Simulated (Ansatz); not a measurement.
CuSe2⁺. Charge 1, multiplicity 5. Geometry r2SCAN-D4/def2-TZVP; atoms count from 1.

Cartesian coordinates in Å:
```
Cu -0.222 1.150 -1.079
Se 0.038 -1.357 -0.278
Se 0.184 0.207 1.357
```

At PBE0-D4/def2-TZVP a triplet of charge 1 lies 3.44 eV below the quintet, each at its own geometry. The structure comes from a short search, and lower isomers may exist.

Question: Estimate the Mulliken populations from the PBE0/def2-TZVP orbitals of Ansatz.

Answer: 
| atom | charge (e) | spin (α − β) | d electrons |
| --- | --- | --- | --- |
| Cu1 | 0.37 | 1.75 | 9.20 |
| Se2 | 0.32 | 1.12 | – |
| Se3 | 0.32 | 1.12 | – |
Mulliken values depend strongly on the basis.

Question: Where does the spin sit?

Answer: Summed by element: Cu 1.75, Se 2.25, of 4 unpaired in all. Largest on single atoms: Cu1 1.75, Se2 1.12, Se3 1.12.

Question: And the Mayer bond orders between heavy atoms (over 0.3)?

Answer: Cu1–Se2 0.47 (2.65 Å); Cu1–Se3 0.47 (2.64 Å); Se2–Se3 1.64 (2.27 Å).
